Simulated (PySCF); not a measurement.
A GIAO shielding run with PySCF (density fitting, non-relativistic, gas phase) on `C#CC#CC[Si@@H](P)OC=O`, C₆H₇O₂PSi:

```
$ OMP_NUM_THREADS=1 python probes_run.py task.json out

{"job": {"kind": "nmr", "xc": "PBE0", "basis": "pcSseg-1"}, "charge": 0, "multiplicity": 1}
C      4.738539    -1.435311    -1.035509
C      3.749777    -0.970931    -0.528053
C      2.632891    -0.446873     0.041298
C      1.655830     0.021842     0.573375
C      0.465766     0.571663     1.157190
Si    -0.942807     0.635067    -0.137127
P     -1.759700    -1.402205    -0.478932
O     -2.141072     1.535107     0.648323
C     -3.394688     1.184147     0.650799
O     -3.852487     0.211021     0.125638
H      5.599943    -1.839518    -1.475103
H      0.677057     1.574162     1.535426
H      0.167521    -0.048622     2.008134
H     -0.598126     1.549575    -1.231397
H     -0.610459    -1.899346    -1.089415
H     -2.381847    -1.136669    -1.684788
H     -4.013137     1.908922     1.209154
```

Hardware: 1 thread of an AMD EPYC, shared host. The job also computes population analyses, field gradients.

Task: How large is the calculation?

Result: 88 electrons, 219 basis functions and 1180 auxiliary functions.

Task: How long does it take, and how much memory does it need?

Result: 2.2 min of wall time, with 16 SCF cycles and 5 response iterations; peak memory 0.9 GiB. Times on a shared host scatter by some tens of per cent.
